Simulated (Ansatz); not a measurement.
`ClB1C[SiH]1[GeH3]` + `C[SiH2]N` → `C[SiH2][NH][GeH3]` + `ClB1C[SiH2]1`  (cleavage of the Ge–Si bond)

Calculated with Ansatz (gas phase, PBE0-D4/def2-TZVP geometries, no zero-point term in ΔE). CCSD(T)/CBS adds triple-zeta CCSD(T) − MP2 to the extrapolated MP2 energy (def2 sets, frozen cores). Functionals use def2-TZVPP. B3LYP here is the variant with VWN-RPA as its local correlation; programs differ in this. For Ge outer-core shells are correlated without core-valence functions, which leaves a few kJ/mol of doubt a bond. Scalar relativity is left out up to krypton. Each species was taken in one conformer, which may not be the lowest.

`ClB1C[SiH]1[GeH3]`:

Z-matrix (Å, degrees):
```
C
B 1 1.514
Si 1 1.964 2 66.1
H 1 1.088 2 123.6 3 126.8
H 1 1.093 2 116.7 3 -86.6
Cl 2 1.725 1 135.5 3 -150.6
Ge 3 2.369 1 122.2 2 103.9
H 3 1.484 1 107.4 2 -119.4
H 7 1.537 3 108.8 1 -41.7
H 7 1.539 3 111.4 1 78.2
H 7 1.537 3 110.6 1 -161.1
```

`C[SiH2]N`:

```xyz
10

C    -0.396   -0.529   -1.233
Si    0.651   -0.023    0.233
N    -0.165    0.788    1.512
H     0.216   -1.034   -1.986
H    -0.860    0.341   -1.705
H    -1.192   -1.215   -0.932
H     1.721    0.894   -0.249
H     1.263   -1.248    0.818
H    -0.464    1.743    1.408
H    -0.773    0.283    2.135
```

`C[SiH2][NH][GeH3]`:

Z-matrix (Å, degrees):
```
C
Si 1 1.866
H 1 1.093 2 110.6
H 1 1.092 2 111.0 3 120.5
H 1 1.094 2 110.9 3 -119.3
N 2 1.722 1 111.7 3 180.0
H 2 1.495 1 107.8 3 55.6
H 2 1.489 1 111.1 3 -62.1
Ge 6 1.837 2 127.3 1 139.4
H 6 1.010 2 117.1 1 -56.5
H 9 1.539 6 108.1 2 -151.8
H 9 1.543 6 112.0 2 88.4
H 9 1.534 6 107.1 2 -31.9
```

`ClB1C[SiH2]1`:

Cartesian coordinates in Å:
```
Cl 0.225 -0.739 -2.671
B -0.188 -0.308 -1.051
C 0.133 -0.865 0.317
Si -0.147 1.072 0.295
H -0.721 -1.085 0.965
H 0.977 -1.516 0.532
H -1.249 1.398 1.228
H 0.971 2.043 0.384
```

CCSD(T)/CBS gives +0.18 eV.

Question: Another level gave +0.29 eV. Which?
A. ωB97M-V/def2-TZVPP
B. SCS-MP2/def2-TZVPP
C. B3LYP/def2-TZVPP
D. PBE0-D4/def2-TZVPP

Answer: D. PBE0-D4 0.29, ωB97M-V 0.16, B3LYP 0.21, SCS-MP2/def2-TZVPP 0.07 eV.

Largest T1 diagnostic among the species: 0.013.

In def2-TZVPP, CCSD(T) changes the Hartree–Fock value by +0.13 eV (the triples alone add +0.02 eV) and MP2 by +0.11 eV. From PBE to PBE0 (25 % exact exchange), in def2-TZVPP and without D4, ΔE moves by −0.05 eV.
